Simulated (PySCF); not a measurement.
BBr₃, singlet, at a GFN2-xTB geometry.

Here is a job for PySCF.
```python
from pyscf import gto, scf, dft

mol = gto.M(
    atom='''
B     0.018083   -0.019782   -0.037610
Br   -1.507311   -1.111182   -0.137553
Br    0.019712    1.666704   -0.864490
Br    1.485016   -0.552696    1.007416
''',
    basis='3-21g',
    charge=0,
    spin=0,
    verbose=4,
)

mf = dft.RKS(mol)
mf.xc = 'pbe0'
mf.kernel()
```

Question: What does this run give for the HOMO-LUMO gap, nuclear repulsion energy, Mulliken (on the basis functions themselves) charges in atom order, total energy, HOMO energy, number of basis functions?

Answer: 
```
Quantity                                                                                             Value
------------------------------------------------------------------  --------------------------------------
HOMO-LUMO gap                                                                                      6.21 eV
nuclear repulsion energy                                                                       745.8805 Eh
Mulliken (on the basis functions themselves) charges in atom order  B1 -0.30, Br2 0.10, Br3 0.10, Br4 0.10
total energy                                                                                 -7709.1909 Eh
HOMO energy                                                                                       -8.02 eV
number of basis functions                                                                               75
```
